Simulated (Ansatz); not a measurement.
Consider the formal hydrolysis of a B–Si bond: `[AlH2][SiH2]BC[SiH3]` + H₂O → `OBC[SiH3]` + `[AlH2][SiH3]`.

Program: Ansatz. Geometries: PBE0-D4/def2-TZVP. ΔE: electronic, gas phase. CBS: MP2 limit from def2 TZ/QZ plus the TZ coupled-cluster correction, frozen cores. This one scheme is used for every species. Functionals use def2-TZVPP. B3LYP here is the variant with VWN-RPA as its local correlation; programs differ in this. Each species was taken in one conformer, which may not be the lowest.

Task: Is it downhill or uphill in electronic energy at CCSD(T)/CBS, and by how much? (Estimate.)

Result: Computed: Downhill: ΔE = -33.5 kcal/mol.

Task: What do these levels give: r2SCAN-D4, ωB97X-V, B3LYP, CCSD/def2-TZVPP, MP2/def2-QZVPP, SCS-MP2/def2-QZVPP? (Best estimate.)

Result: Ansatz gave: r2SCAN-D4 -33.9, ωB97X-V -35.9, B3LYP -37.7, CCSD/def2-TZVPP -35.9, MP2/def2-QZVPP -34.3, SCS-MP2/def2-QZVPP -36.0 kcal/mol.

Largest T1 diagnostic among the species: 0.014.

In def2-TZVPP, CCSD(T) changes the Hartree–Fock value by +7.1 kcal/mol (the triples alone add +1.0 kcal/mol) and MP2 by +6.9 kcal/mol. The D4 term adds +2.6 kcal/mol with B3LYP and +1.5 kcal/mol with PBE0; it sums over pairs of atoms, weighted by their polarisabilities, and B3LYP, whose exchange is more repulsive, gets the larger term. From PBE to PBE0 (25 % exact exchange), in def2-TZVPP and without D4, ΔE moves by −1.0 kcal/mol.
